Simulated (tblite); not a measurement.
A geometry optimisation, step by step.

C₂H₁₁BCl₂Si₃.
SMILES with atom numbers: `[SiH3:1][CH2:2][C@H:3]([SiH3:4])[SiH2:5][B:6]([Cl:7])[Cl:8]` (hydrogens: H9, H10, H11 on Si1; H12, H13 on C2; H14 on C3; H15, H16, H17 on Si4; H18, H19 on Si5)

Computed with GFN2-xTB (tblite), gas phase: L-BFGS steps from a force-field or distance-geometry start until the largest atomic force falls under 0.01 eV/Å. 5 of its 87 geometries are shown.

Step 0: E = -692.0508 eV, largest atomic force 2.156 eV/Å
```
atom  x, y, z in Å  |  force x, y, z in eV/Å
Si1    -2.420    0.880   -0.174   -0.755   0.575  -0.369
C2     -1.083   -0.053    0.726    0.283  -0.646   0.829
C3     -0.118   -0.810   -0.208   -1.112  -0.012  -0.290
Si4     0.977   -1.955    0.763    0.509  -0.861   0.911
Si5     0.976    0.333   -1.223    0.256   0.159  -0.705
B6      1.990    1.566   -0.127    1.168   1.506   1.009
Cl7     1.149    2.960    0.735    1.099  -1.340  -0.750
Cl8     3.840    1.461   -0.091   -1.950   0.305   0.165
H9     -3.381    1.415    0.807    0.078  -0.068  -0.079
H10    -3.131   -0.028   -1.089    0.068   0.061   0.069
H11    -1.847    2.000   -0.927   -0.066  -0.031   0.016
H12    -0.521    0.641    1.388   -0.244  -0.501  -0.339
H13    -1.602   -0.787    1.403    0.549   0.495  -0.405
H14    -0.714   -1.435   -0.914    0.227   0.423   0.385
H15     1.855   -2.692   -0.144    0.009  -0.048   0.019
H16     0.143   -2.916    1.532    0.181   0.208  -0.161
H17     1.794   -1.178    1.716   -0.107  -0.088  -0.098
H18     1.917   -0.499   -1.998   -0.164  -0.025  -0.086
H19     0.166    1.105   -2.181   -0.029  -0.112  -0.119
```

Step 22: E = -692.4826 eV, largest atomic force 0.093 eV/Å
```
atom  x, y, z in Å  |  force x, y, z in eV/Å
Si1    -2.455    0.912   -0.174    0.021  -0.011   0.021
C2     -1.074   -0.053    0.715    0.013  -0.012  -0.021
C3     -0.092   -0.792   -0.206    0.018   0.017  -0.039
Si4     0.999   -1.993    0.804   -0.009   0.009   0.007
Si5     0.991    0.367   -1.279   -0.012  -0.030  -0.087
B6      2.018    1.633   -0.149    0.000   0.016   0.016
Cl7     1.254    2.894    0.744    0.003  -0.002  -0.005
Cl8     3.728    1.510    0.015   -0.004  -0.002   0.017
H9     -3.405    1.406    0.827    0.010  -0.013   0.008
H10    -3.150    0.000   -1.089    0.011   0.012   0.000
H11    -1.903    2.044   -0.918   -0.011   0.002   0.007
H12    -0.520    0.620    1.373   -0.019  -0.007  -0.010
H13    -1.553   -0.786    1.372   -0.003   0.013   0.018
H14    -0.675   -1.394   -0.910   -0.019  -0.020   0.016
H15     1.871   -2.755   -0.090    0.003   0.012   0.008
H16     0.148   -2.923    1.552   -0.021   0.009   0.006
H17     1.800   -1.219    1.758    0.003  -0.004  -0.001
H18     1.868   -0.507   -2.077    0.012   0.010   0.008
H19     0.140    1.046   -2.274    0.005   0.000   0.032
```

Step 43: E = -692.4871 eV, largest atomic force 0.026 eV/Å
```
atom  x, y, z in Å  |  force x, y, z in eV/Å
Si1    -2.447    0.915   -0.163    0.006  -0.007   0.009
C2     -1.052   -0.052    0.697    0.011   0.003  -0.011
C3     -0.082   -0.800   -0.230    0.010  -0.004   0.000
Si4     0.995   -1.987    0.809    0.004   0.003  -0.002
Si5     0.994    0.359   -1.312   -0.016  -0.008   0.003
B6      2.001    1.619   -0.151   -0.003   0.025  -0.005
Cl7     1.223    2.894    0.711    0.001  -0.009  -0.015
Cl8     3.701    1.473    0.081    0.006  -0.013   0.011
H9     -3.392    1.354    0.868   -0.011   0.004  -0.001
H10    -3.132    0.023   -1.103    0.004   0.001  -0.003
H11    -1.927    2.082   -0.876    0.003  -0.003   0.008
H12    -0.486    0.625    1.341   -0.009   0.010   0.003
H13    -1.521   -0.774    1.374    0.000  -0.002  -0.018
H14    -0.671   -1.411   -0.920   -0.015   0.006   0.008
H15     1.882   -2.766   -0.053    0.002  -0.003  -0.005
H16     0.116   -2.888    1.559   -0.002  -0.014   0.001
H17     1.784   -1.204    1.765    0.010   0.008   0.003
H18     1.880   -0.496   -2.118   -0.003  -0.001   0.010
H19     0.125    1.043   -2.285    0.000   0.003   0.002
```

Step 64: E = -692.4911 eV, largest atomic force 0.064 eV/Å
```
atom  x, y, z in Å  |  force x, y, z in eV/Å
Si1    -2.437    0.927   -0.143    0.007  -0.009  -0.005
C2     -1.042   -0.048    0.709    0.012  -0.008   0.010
C3     -0.083   -0.799   -0.227   -0.001  -0.010   0.006
Si4     1.018   -1.977    0.799   -0.005  -0.010   0.012
Si5     0.977    0.348   -1.336    0.021   0.024   0.014
B6      1.982    1.608   -0.173   -0.064  -0.002  -0.005
Cl7     1.219    2.988    0.525    0.006   0.014  -0.006
Cl8     3.620    1.337    0.271    0.038  -0.009   0.002
H9     -3.441    1.281    0.865    0.004   0.000   0.011
H10    -3.056    0.072   -1.158   -0.005  -0.004  -0.011
H11    -1.921    2.147   -0.762    0.007   0.010  -0.008
H12    -0.472    0.627    1.352    0.011   0.005  -0.007
H13    -1.508   -0.772    1.386   -0.003  -0.001  -0.013
H14    -0.686   -1.415   -0.901    0.004  -0.004   0.002
H15     1.908   -2.746   -0.070   -0.016   0.011   0.000
H16     0.151   -2.892    1.550    0.013   0.003   0.000
H17     1.807   -1.187    1.750   -0.011  -0.012  -0.002
H18     1.855   -0.518   -2.138    0.000  -0.003   0.004
H19     0.101    1.027   -2.305   -0.018   0.006  -0.004
```

Step 86: E = -692.4926 eV, largest atomic force 0.008 eV/Å
```
atom  x, y, z in Å  |  force x, y, z in eV/Å
Si1    -2.426    0.931   -0.143    0.006   0.000   0.002
C2     -1.038   -0.052    0.713    0.004  -0.001   0.000
C3     -0.081   -0.807   -0.221    0.002   0.001  -0.003
Si4     1.023   -1.987    0.800   -0.005   0.004  -0.001
Si5     0.964    0.351   -1.334   -0.003  -0.002  -0.001
B6      1.960    1.621   -0.177    0.003  -0.001   0.000
Cl7     1.240    3.059    0.441   -0.002   0.000  -0.005
Cl8     3.575    1.297    0.327   -0.003   0.007   0.002
H9     -3.439    1.263    0.864    0.002  -0.002  -0.005
H10    -3.028    0.095   -1.184   -0.002  -0.001   0.007
H11    -1.907    2.165   -0.734    0.002   0.000   0.002
H12    -0.464    0.621    1.355    0.002   0.001   0.002
H13    -1.510   -0.772    1.389    0.002  -0.007  -0.003
H14    -0.684   -1.426   -0.892   -0.001   0.002  -0.004
H15     1.909   -2.745   -0.083   -0.004   0.004   0.005
H16     0.166   -2.912    1.549   -0.003   0.001  -0.003
H17     1.809   -1.203    1.758    0.000  -0.005   0.000
H18     1.852   -0.504   -2.138   -0.004  -0.001   0.003
H19     0.071    1.016   -2.298    0.003  -0.001   0.001
```

Problem. Summarise the path.

Solution. The energy falls by 10.19 kcal/mol from step 0 to step 86; nine tenths of that is first reached at step 6. It falls at every step. The largest force goes from 2.156 to 0.008 eV/Å. Among the bonds B6–Cl8 changes most, from 1.853 to 1.723 Å; the atoms move by 0.181 Å rms after alignment.

What follows is the cost of the whole relaxation. On an Intel Xeon at 2.50 GHz with one thread, no GPU, shared host, this took 3.7 s of wall time.
